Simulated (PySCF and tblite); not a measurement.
The numbers below are computed, except where a source is named.
System: C4H8F2Si, numbered as in [F:1][C:2]1([F:3])[CH2:4][CH2:5][SiH2:6][CH2:7]1.

The path came from a restrained scan, a climbing-image band and a saddle search at GFN2-xTB; energies are PBE0/pcSseg-1 + D3(BJ)//GFN2-xTB, thermal terms GFN2-xTB. Rates follow Eyring's equation with the number of equivalent paths and no tunnelling. (PySCF 2.14 with density fitting, tblite 0.8.)

**Question.** How high is the barrier to the inversion of the 5-membered ring (2–4–5–6–7), through which structure does it pass, and what rate follows at 298 K?

**Answer.** The electronic barrier is 4.0 kcal/mol and ΔG‡(298 K) 4.4 kcal/mol, over a C1 saddle (envelope) with an imaginary mode of 48i cm⁻¹ (GFN2-xTB). With 2 equivalent paths, k is 7.5×10⁹ s⁻¹, a mean lifetime of the start of 130 ps against this motion.
